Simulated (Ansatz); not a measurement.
The same path of BrH3Si + H4Si (10 atoms, charge 0, multiplicity 1) was run twice with different band settings. Lost on the way: Si1–Br2, H6–Si7. Made: Si1–Si7, Br2–H6.

These are results of RKS B3LYP-D4/def2-SVP in Ansatz 0.2.0, not measurements.

Relaxed end points:

```xyz
10
Properties=species:S:1:pos:R:3
Si -1.977 0.100 -0.538
Br -1.570 -2.101 -0.413
H -1.533 0.595 -1.868
H -1.222 0.785 0.544
H -3.437 0.323 -0.363
H 1.210 -0.896 1.405
Si 1.948 0.056 0.530
H 3.382 -0.343 0.441
H 1.346 0.048 -0.834
H 1.854 1.433 1.097
```

```xyz
10
Properties=species:S:1:pos:R:3
Si -1.193 0.819 -0.263
Br -0.348 -2.955 -0.355
H -1.571 0.087 -1.505
H -1.541 2.262 -0.441
H -1.983 0.283 0.884
H 0.608 -2.880 0.705
Si 1.119 0.624 0.167
H 1.389 -0.438 1.182
H 1.868 0.286 -1.079
H 1.652 1.912 0.705
```

Common settings: movable images 7; climbing image yes; spring 5.0 eV/Å²; optimiser quadratic models (default); force threshold 0.05 eV/Å; iteration limit 60; end points relaxed.

| run | start path |
| --- | --- |
| 1 | through a guess of the saddle point |
| 2 | straight line |

Q: What does each run give, and how far can it be trusted?

A: Run 1: converged after 33 iterations, highest image 2.468 eV above the first end. A structure lower than the first end lies on the path between it and the top, so the climb from that side starts below the end, which may itself be a saddle point or a shallow side well. Neighbouring images differ by up to 2.3 eV, so the band resolves the path poorly. A vibrational analysis at the climbing image gives one clearly imaginary mode, 742i cm⁻¹: a first-order saddle point.
Run 2: converged after 18 iterations, highest image 2.461 eV above the first end. Neighbouring images differ by up to 1.5 eV, so the band resolves the path poorly. The order of the stationary point at the top wasn't checked.
The orbitals stay closed-shell, which can raise the energy where a bond breaks towards radicals; this wasn't checked here.
